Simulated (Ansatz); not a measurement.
**Question.** Name a neutral molecule of N, O, Si and H with HOMO energy (ωB97M-V/def2-TZVPP) between -10.15 and -9.85 eV and size of the dipole moment (B3LYP/def2-TZVPP) between 1.30 and 1.60 D (Ansatz, PBE0-D4/def2-TZVP geometry).

**Answer.** `N[SiH](N)O[SiH3]` (-9.95 eV, 1.36 D). Other molecules can fit too; these were computed, each in one conformer that needn't be the lowest.

B3LYP here is the variant with VWN-RPA as its local correlation; programs differ in this.
